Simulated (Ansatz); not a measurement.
Geometry optimisation, RKS PBE/6-31G* (Ansatz).

input.yaml

```yaml
crystal:
  periodic: [false, false, false]
  atoms:
    - { symbol: Si, position_ang: [0.0, 0.0, 0.0] }
    - { symbol: Si, position_ang: [0.0, 0.0, 2.22] }
    - { symbol: H, position_ang: [-1.3148, -0.4067, 2.7074] }
    - { symbol: H, position_ang: [1.0096, -0.9353, 2.7074] }
    - { symbol: H, position_ang: [0.3052, 1.342, 2.7074] }
    - { symbol: "N", position_ang: [1.7163, 0.0, -0.6061] }
    - { symbol: H, position_ang: [2.2145, -0.918, -0.7868] }
    - { symbol: H, position_ang: [2.2175, 0.918, -0.7783] }
    - { symbol: "N", position_ang: [-0.8572, 1.4851, -0.6061] }
    - { symbol: C, position_ang: [-2.2719, 1.4087, -0.9981] }
    - { symbol: H, position_ang: [-2.8245, 0.7784, -0.2704] }
    - { symbol: H, position_ang: [-2.7088, 2.429, -1.0098] }
    - { symbol: H, position_ang: [-2.3521, 0.9607, -2.0106] }
    - { symbol: C, position_ang: [-0.1354, 2.762, -0.7039] }
    - { symbol: H, position_ang: [-0.2436, 3.1711, -1.73] }
    - { symbol: H, position_ang: [-0.5567, 3.4827, 0.0276] }
    - { symbol: H, position_ang: [0.9399, 2.5975, -0.4831] }
    - { symbol: H, position_ang: [-0.6877, -1.1914, -0.4862] }
basis:
  gaussian: { orbitals: "6-31G*" }
hamiltonian:
  xc: pbe
relax:
  f_tol: 0.02
  max_steps: 40
```

Launched with:

```bash
$ ansatz run input.yaml --threads 2 --pin off --max-ram 3072MiB --backend cpu --events-out ev --progress --plain --runs-dir out
```

Question: Where does it end, and by what steps?

Answer: The run converged. After 25 steps the energy has fallen by 0.913 eV; H3 moved furthest, 1.70 Å.

```csv
step,energy less start (eV),largest force component (eV/Å),accepted
0,0.0000,2.126,yes
1,-0.4827,1.154,yes
2,-0.5953,0.927,yes
3,-0.6427,0.625,yes
4,-0.6832,0.239,yes
5,-0.7079,0.180,yes
6,-0.7175,0.740,yes
7,-0.7595,0.221,yes
8,-0.7917,0.163,yes
9,-0.7992,0.970,yes
10,-0.8242,0.216,yes
11,-0.8473,0.098,yes
12,-0.8713,0.632,yes
13,-0.8775,0.400,yes
14,-0.9002,0.096,yes
15,-0.9032,0.161,yes
16,-0.9070,0.030,yes
17,-0.9079,0.125,yes
18,-0.9090,0.078,yes
19,-0.9099,0.083,yes
20,-0.9109,0.079,yes
21,-0.9119,0.100,yes
22,-0.9123,0.073,yes
23,-0.9130,0.050,yes
24,-0.9134,0.028,yes
25,-0.9134,0.013,yes
```

```xyz
18
Properties=species:S:1:pos:R:3
Si -0.079 0.018 0.076
Si 0.519 0.349 2.329
H -0.549 1.053 3.119
H 0.791 -0.969 2.995
H 1.776 1.173 2.450
N 1.424 -0.481 -0.682
H 1.392 -0.886 -1.621
H 2.245 0.121 -0.589
N -1.020 1.391 -0.473
C -1.962 1.283 -1.579
H -2.256 0.231 -1.731
H -2.882 1.864 -1.363
H -1.546 1.667 -2.537
C -0.670 2.768 -0.158
H -0.149 3.281 -0.996
H -1.579 3.358 0.077
H -0.007 2.811 0.724
H -0.997 -1.149 -0.140
```

Whether the end is a true minimum wasn't checked by a vibrational analysis.

Time of the run: 81 s on 2 threads of Arm Neoverse V2 (shared host), peak memory 0.19 GiB.
